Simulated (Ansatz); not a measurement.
F2Zn, charge +1, doublet, geometry from GFN2-xTB (such geometries of metal compounds can be far from the true shape) (a state made from the parent by changing its charge; the spin is typed, not shown lowest).

The Ansatz (a first-principles code) input:
Ansatz 0.2 input:
```yaml
crystal:
  periodic: [false, false, false]
  atoms:
    - {symbol: Zn, position_ang: [0.12354814, 0.24440345, 0.24927362]}
    - {symbol: F, position_ang: [-0.42372069, 0.69631363, -1.38959384]}
    - {symbol: F, position_ang: [0.01189356, -1.51099178, 0.55868176]}
basis:
  gaussian:
    orbitals: def2-TZVPD
hamiltonian:
  xc: b3lyp
total_charge: 1
magnetization: {spin_polarized: true, initial_magnetization: 1}
```

### Question
What is the computed total energy (B3LYP/def2-TZVPD in Ansatz)?

### Answer
-1978.7841 Eh

### Question
Predict the number of basis functions from B3LYP/def2-TZVPD.

### Answer
131

### Question
What <S^2> does B3LYP/def2-TZVPD give?

### Answer
0.762

### Question
Roughly what does it cost on one core?

### Answer
very roughly 17 core-seconds.
